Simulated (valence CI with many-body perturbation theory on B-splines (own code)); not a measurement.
## Ru²⁰⁺: E2, M1 decay

Level of theory: relativistic CI+MBPT: six valence electrons over a frozen Dirac-Fock core [Ar], a basis of 7 s, 7 p, 8 d, 6 f, 4 g, 1 h functions for each j, with the one-electron correlation potential Σ1, the two-electron term Σ2, the three-electron term Σ3, Breit, model QED; selected CI, second order for the rest, scaled by the run's own slope (own B-spline code, finite nucleus).

No measured spectrum was set against this ion. As an estimate, terms of the open shell hold to 2 to 4 % of their energy, and close levels can change places. Core correlation moves these levels by up to 10000 cm⁻¹, and in measured spectra 5 to 20 % of such shifts remained as error; rates that hang on mixing are uncertain with them. Among the levels kept, up to 880 cm⁻¹ of a level comes from second order outside the variational space, and about a tenth of that is noise between levels of different J, which matters for small intervals. Only levels of the ground parity were solved; by the run's estimate the other parity begins above the list, which can be wrong where configurations are misplaced.

Lines 51 to 100 of 120 in falling wavelength, among levels below 409710 cm⁻¹, chosen from the decays that carry over 1 % of a level's rate. Wavelengths and rates use the calculated energies, so an error of 2000 cm⁻¹ moves a line at 174.8 nm by 3.5 % and its rate by three times that or more. Electric multipoles are in the length gauge, E1 and E2 with the static RPA response of the core. Weak lines are less certain than strong ones. Lines between different terms over intervals too small for the method are left out, as are lines whose strength nearly cancels. Where a level lies close to another of its J and parity, the split of strength between their lines is uncertain. Branching is blank where the lifetime is uncertain.

Names give the largest LS component (configuration and term), which can be under half, so a name can repeat, a term be missing and a line seem to break the LS rules; names also repeat where a configuration has a term twice. Letters in brackets count levels of one name in rising energy.

```tsv
λ vac (nm)	Upper	Lower	Type	A (s⁻¹)	Branch %
174.8	3d6 3D_3	3d6 3P_2 [a]	M1	3.92e+02	15.5
174.8	3d6 1I_6	3d6 3H_5	M1	2.93e+02	30.0
174.4	3d6 3P_2 [a]	3d6 5D_2	M1	4.05e+01	1.2
171.4	3d6 1I_6	3d6 3H_6	M1	6.75e+02	69.1
171.1	3d6 3P_2 [a]	3d6 5D_3	M1	2.77e+03	81.3
157.1	3d6 3P_1 [a]	3d6 3P_2 [a]	M1	1.43e+03	42.6
154.8	3d6 3G_3	3d6 3H_4 [a]	M1	5.44e+01	3.9
153.7	3d6 3F_2 [a]	3d6 5D_1	M1	7.34e+01	7.6
151.7	3d6 1G_4 [a]	3d6 3F_3 [a]	M1	3.80e+02	12.5
147.6	3d6 3P_0 [b]	3d6 3P_1 [a]	M1	3.59e+03	37.0
145.9	3d6 3D_3	3d6 3H_4 [a]	M1	4.30e+02	16.9
145.4	3d6 3H_4 [a]	3d6 5D_4	M1	1.29e+03	94.6
140.2	3d6 1F_3	3d6 3F_2 [a]	M1	8.26e+01	8.3
139.6	3d6 1D_2 [a]	3d6 3F_2 [a]	M1	9.42e+02	32.1
136.7	3d6 3F_3 [a]	3d6 5D_2	M1	1.70e+02	10.5
135.7	3d6 1F_3	3d6 3F_3 [a]	M1	1.71e+01	1.7
135.5	3d6 3F_4	3d6 3D_3	M1	3.69e+02	
135.0	3d6 1D_2 [a]	3d6 3F_3 [a]	M1	8.21e+02	28.0
134.7	3d6 3F_3 [a]	3d6 5D_3	M1	6.81e+02	41.9
132.4	3d6 3F_2 [a]	3d6 5D_2	M1	6.31e+02	65.3
132.1	3d6 3P_1 [b]	3d6 3D_1	M1	2.58e+02	
130.5	3d6 3F_2 [a]	3d6 5D_3	M1	2.50e+02	25.9
128.6	3d6 3F_4	3d6 3G_3	M1	6.84e+01	
124.5	3d6 1G_4 [a]	3d6 3H_5	M1	8.15e+02	26.8
124.4	3d6 3H_6	3d6 5D_4	E2	1.46e-04	99.6
122.8	3d6 1S_0 [a]	3d6 5D_1	M1	3.95e+03	100.0
122.7	3d6 3H_5	3d6 5D_4	M1	6.60e+01	72.8
119.1	3d6 3P_1 [b]	3d6 1S_0 [a]	M1	3.82e+02	
115.9	3d6 3H_4 [b]	3d6 5D_3	M1	1.20e+02	5.4
114.6	3d6 3F_4	3d6 3G_4	M1	1.06e+02	
114.0	3d6 3D_1	3d6 5D_0	M1	1.07e+03	31.2
112.9	3d6 3P_0 [b]	3d6 3D_1	M1	4.65e+03	48.0
111.7	3d6 1F_3	3d6 3P_2 [a]	M1	3.89e+01	3.9
111.5	3d6 3D_1	3d6 5D_1	M1	3.32e+02	9.7
111.3	3d6 1D_2 [a]	3d6 3P_2 [a]	M1	2.79e+02	9.5
109.3	3d6 3F_4	3d6 3G_5	M1	1.08e+03	
107.4	3d6 1G_4 [a]	3d6 3H_4 [a]	M1	1.01e+02	3.3
104.7	3d6 3D_2	3d6 5D_1	M1	1.19e+01	1.2
104.3	3d6 3F_3 [a]	3d6 5D_4	M1	5.00e+02	30.8
99.83	3d6 3D_1	3d6 5D_2	M1	1.57e+02	4.6
99.15	3d6 1F_3	3d6 3H_4 [a]	M1	3.45e+02	34.8
97.88	3d6 3G_4	3d6 5D_3	M1	6.02e+01	8.4
96.92	3d6 3F_4	3d6 3H_4 [b]	M1	7.36e+02	
94.34	3d6 3D_2	3d6 5D_2	M1	6.18e+02	62.2
92.66	3d6 3H_4 [b]	3d6 5D_4	M1	8.67e+02	39.0
90.52	3d6 3P_1 [a]	3d6 5D_1	M1	6.30e+02	18.7
90.43	3d6 3G_3	3d6 5D_2	M1	6.46e+01	4.7
89.54	3d6 3G_3	3d6 5D_3	M1	4.77e+02	34.5
86.81	3d6 3F_4	3d6 3F_3 [a]	M1	1.02e+02	
86.48	3d6 3D_3	3d6 5D_3	M1	4.83e+02	19.0
```
